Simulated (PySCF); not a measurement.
Geometry:
```tsv
atom	x (Å)	y (Å)	z (Å)
C1	-1.642	-1.065	-0.248
N2	-0.712	0.056	-0.048
C3	-1.476	1.295	0.145
B4	0.304	-0.266	1.259
C5	1.753	-0.250	0.543
O6	2.315	1.064	0.478
C7	1.434	-0.655	-0.890
C8	0.211	0.174	-1.221
H9	-1.074	-1.980	-0.448
H10	-2.227	-1.219	0.668
H11	-2.318	-0.856	-1.094
H12	-0.780	2.121	0.333
H13	-2.085	1.517	-0.747
H14	-2.133	1.185	1.018
H15	-0.039	-1.356	1.698
H16	0.143	0.636	2.078
H17	2.482	-0.952	0.991
H18	2.063	1.494	1.301
H19	1.218	-1.735	-0.944
H20	2.256	-0.441	-1.593
H21	0.520	1.226	-1.285
H22	-0.319	-0.100	-2.147
```

Geometry: PBE0-D3(BJ)/def2-SVP; GIAO shifts from PySCF, gas phase, non-relativistic, averaged over equivalent atoms.

At WP04/pcSseg-1 (206 basis functions, 65 s wall time on 1 thread of an Intel Xeon, shared host):
```tsv
atoms	δ (ppm)
C5	73.0
C8	65.8
C3	54.9
C1	53.0
C7	37.0
N2	64.3
B4	2.1
O6	54.9
H17	3.56
H21	3.32
H12/H13/H14	2.45
H9/H10/H11	2.25
H22	2.23
H15	1.92
H16	1.79
H20	1.74
H19	1.59
H18	0.24
```

References, each an isolated molecule treated in the same way: 13C (172.44 ppm), 1H (31.56 ppm) vs TMS; 15N (246.90 ppm) against NH3; 11B (95.72 ppm) vs BF3·OEt2; 17O (317.54 ppm) against H2O.

Question: Estimate the result of repeating the calculation with PBE0/pcSseg-1.

Answer: 
```
      atoms  δ at PBE0/pcSseg-1  change
         C5                70.6    -2.4
         C8                64.6    -1.2
         C3                56.0    +1.1
         C1                53.7    +0.7
         C7                36.0    -1.0
         N2                63.7    -0.6
         B4                -0.2    -2.3
         O6                63.3    +8.4
        H17                3.78   +0.22
        H21                3.47   +0.15
H12/H13/H14                2.55   +0.10
 H9/H10/H11                2.31   +0.06
        H22                2.25   +0.02
        H15                2.44   +0.52
        H16                2.28   +0.49
        H20                1.80   +0.06
        H19                1.73   +0.14
        H18                0.01   -0.23
```

Scale: 13C (σ = 184.41 ppm) and 1H (σ = 31.27 ppm) vs TMS; NH3 for 15N (σ = 265.67 ppm); BF3·OEt2 for 11B (σ = 100.73 ppm); 17O (σ = 334.56 ppm) against H2O (reference shieldings calculated alike).

The largest change is at O6 (alcohol oxygen). Cost: 206 basis functions, 80 s wall time on 1 thread of an Intel Xeon, shared host. The order of the carbon signals is the same at both levels.

A carbon bonded to boron is broadened by the quadrupolar boron nucleus and is often missing from a measured spectrum. Experimental scales use liquid or dissolved standards, which lie at an offset from isolated NH3 (liquid NH3: subtract about 20 ppm) and H2O (liquid H2O: subtract about 36 ppm).
